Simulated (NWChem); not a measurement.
Species: ZnH₂; SMILES [ZnH2]

```xyz
3

Zn     0.0000     0.0000     0.0000
H      0.0000     0.0000    -1.5501
H      0.0000     0.0000     1.5501
```
Atoms are numbered in this order, from 1.

All runs: NWChem. Coordinates come from a PBE0/def2-SVP optimisation. Total energies of different functionals are on different scales.

```json
[
 {"level": "B3LYP/def2-SVP", "energy (Ha)": "-1780.3520", "highest occupied level (eV)": "-7.56", "orbital gap (eV)": "8.42"},
 {"level": "PBE/def2-SVP", "energy (Ha)": "-1780.0141", "highest occupied level (eV)": "…", "orbital gap (eV)": "…"},
 {"level": "N12/def2-SVP", "energy (Ha)": "-1781.1747", "highest occupied level (eV)": "-6.35", "orbital gap (eV)": "6.75"},
 {"level": "BHandHLYP/def2-SVP", "energy (Ha)": "-1780.2602", "highest occupied level (eV)": "-8.88", "orbital gap (eV)": "10.59"},
 {"level": "BLYP/def2-SVP", "energy (Ha)": "-1780.3683", "highest occupied level (eV)": "-6.46", "orbital gap (eV)": "6.73"},
 {"level": "B97-2/def2-SVP", "energy (Ha)": "-1780.7430", "highest occupied level (eV)": "-7.52", "orbital gap (eV)": "8.62"},
 {"level": "PBE0/def2-SVP", "energy (Ha)": "-1780.0449", "highest occupied level (eV)": "-7.75", "orbital gap (eV)": "8.92"},
 {"level": "LDA (Slater exchange, VWN5)/def2-SVP", "energy (Ha)": "-1777.3751", "highest occupied level (eV)": "-6.61", "orbital gap (eV)": "6.54"},
 {"level": "B3PW91/def2-SVP", "energy (Ha)": "-1780.3127", "highest occupied level (eV)": "-7.58", "orbital gap (eV)": "8.58"}
]
```

Problem. What belongs in the gaps?

Solution. 
- PBE/def2-SVP, highest occupied level (eV): -6.56
- PBE/def2-SVP, orbital gap (eV): 6.81
